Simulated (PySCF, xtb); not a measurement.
Nb(O)(Cl)2(Me) (CH3Cl2NbO), SMILES [O]=[Nb]([Cl])([Cl])[CH3], multiplicity 1.

Harmonic wavenumbers (cm⁻¹) from GFN2-xTB in xtb 6.7.1 at its own minimum, in rising order: 92, 94, 105, 115, 137, 167, 330, 377, 380, 681, 707, 853, 1249, 1422, 1439, 2921, 2947, 2951.

**Question.** What does PBE0-D3(BJ)/def2-SVP (PySCF) give at its own minimum? (The exact figures need the calculation; the answer reports its results.)

**Answer.** 97, 124, 130, 135, 216, 223, 396, 433, 521, 553, 626, 1065, 1172, 1381, 1385, 3032, 3147, 3155. Paired by order, the mean absolute difference is 88 cm⁻¹ and the zero-point energies are 24.3 and 25.4 kcal/mol.
